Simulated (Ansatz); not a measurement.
Geometry optimisation, RKS r2SCAN-D4/def2-SVP in Ansatz.

Input:

```yaml
crystal:
  periodic: [false, false, false]
  atoms:
    - { symbol: Al, position_ang: [0.102451, 0.253255, -0.13641] }
    - { symbol: H, position_ang: [0.042038, 0.085835, 1.417671] }
    - { symbol: Cl, position_ang: [1.876959, 0.789641, -1.105763] }
    - { symbol: Cl, position_ang: [-1.665406, 0.088837, -1.258621] }
    - { symbol: S, position_ang: [0.225963, -2.98106, 1.053114] }
    - { symbol: H, position_ang: [-1.084406, -3.111678, 0.748202] }
    - { symbol: H, position_ang: [0.002002, -1.767831, 1.681308] }
basis:
  gaussian: { orbitals: def2-SVP }
hamiltonian:
  xc: r2scan
  dispersion: d4
relax:
  f_tol: 0.03
  max_steps: 50
```

Launched with:

```bash
$ ansatz run input.yaml --threads 2 --pin off --max-ram 3072MiB --backend cpu --events-out ev --progress --plain --runs-dir out
```

**Question.** Where does it end, and by what steps?

**Answer.** It converged. After 8 steps the energy has fallen by 0.561 eV; S5 moved furthest, 0.66 Å. Joined: Al1–S5 (3.45 → 2.57 Å).

```
step  energy less start (eV)  largest force component (eV/Å)  accepted
   0                  0.0000                           0.775       yes
   1                 -0.1244                           1.078       yes
   2                 -0.2194                           1.251       yes
   3                 -0.3854                           1.059       yes
   4                 -0.5062                           0.634       yes
   5                 -0.5343                           0.346       yes
   6                 -0.5553                           0.347       yes
   7                 -0.5602                           0.113       yes
   8                 -0.5615                           0.023       yes
```

```xyz
7
Properties=species:S:1:pos:R:3
Al 0.053 0.035 0.027
H -0.074 0.665 1.466
Cl 1.850 0.314 -1.061
Cl -1.720 -0.216 -1.129
S 0.311 -2.434 0.686
H -0.980 -2.730 0.403
H 0.060 -2.277 2.007
```

Time of the run: 39 s on 2 threads of Arm Neoverse V1, with other jobs on the host, peak memory 0.15 GiB.
